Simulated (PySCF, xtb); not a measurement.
H6NSi2, SMILES [SiH3][N][SiH3] (connectivity only; charge and spin as stated), charge -1, multiplicity 1.

GFN2-xTB (xtb) at its own geometry gives an orbital gap of 4.90 eV.

Geometry optimised at B3LYP-D3(BJ)/def2-SVPD. The multiplicity is an assumed one; other spin states were not compared. The isomer is the one that the SMILES or the coordinates give; other isomers of the formula were not compared.

Problem. What does PySCF with r2SCAN/def2-TZVPD give? (The exact figures need the calculation; the answer reports its results.)

Solution. gap 4.53 eV (levels -0.48 and 4.05 eV).
